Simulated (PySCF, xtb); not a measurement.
NbOCl2, SMILES [O]=[Nb]([Cl])[Cl] (connectivity only; charge and spin as stated), neutral, multiplicity 2.

Harmonic wavenumbers (cm⁻¹) from GFN2-xTB (xtb) at its own minimum, in rising order: 74, 101, 134, 343, 400, 853.

### Question
What does B3LYP-D3(BJ)/def2-SVP in PySCF give at its own minimum? (Estimate from the structure and the level; the computed values follow.)

### Answer
38, 98, 208, 373, 448, 1037. Paired by order, the mean absolute difference is 63 cm⁻¹ and the zero-point energies are 2.7 and 3.1 kcal/mol.
